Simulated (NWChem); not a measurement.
A series in which one site is exchanged, each optimised at PBE0/def2-SVP with NWChem, gas phase unless a solvent is named. This build's default masses of Se (78.918 u) and Br (79.917 u) are each other's, which moves their modes by up to 0.6 %.

A: [F][GeH2][Br] (GeH$_{2}$BrF; site = Br)
B: [F][GeH2][Cl] (GeH2ClF; site = Cl)
C: [F][GeH2][F] (GeH2F2; site = F)
D: [F][GeH3] (GeH3F; site = H)

Task: Rank them by orbital gap (eV), PBE0/def2-SVP, lowest first.

Result: A (8.14), B (9.08), D (9.67), C (10.22)
